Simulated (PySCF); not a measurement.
SMILES C#CCCC(C)C (GFN2-xTB optimised geometry):

```
19

C      0.608    -2.406    -2.514
C      0.953    -1.934    -1.470
C      1.357    -1.348    -0.208
C      0.738     0.040     0.000
C     -0.794     0.040     0.000
C     -1.362    -0.714     1.201
C     -1.308     1.478     0.000
H      0.317    -2.824    -3.431
H      2.448    -1.260    -0.199
H      1.069    -2.019     0.604
H      1.099     0.446     0.948
H      1.087     0.697    -0.800
H     -1.136    -0.455    -0.916
H     -1.092    -1.766     1.169
H     -0.990    -0.285     2.130
H     -2.448    -0.649     1.205
H     -0.975     2.000     0.895
H     -2.395     1.497    -0.021
H     -0.941     2.019    -0.869
```

Calculation: B3LYP/def2-SVP in PySCF.

**Question.** What are the frontier orbital energies and the dipole moment?

**Answer.** HOMO-2 -8.86 eV, HOMO-1 -7.34 eV, HOMO -7.30 eV, LUMO 1.09 eV, LUMO+1 1.37 eV; dipole moment 0.57 D.

Meta-Löwdin charges at B3LYP/def2-SVP: C1 -0.22, C2 -0.02, C3 -0.17, C4 -0.15, C5 -0.03, C6 -0.29, C7 -0.28, H8 0.15, H9 0.12, H10 0.11, H11 0.08, H12 0.09, H13 0.09, H14 0.09, H15 0.08, H16 0.09, H17 0.09, H18 0.09, H19 0.09.
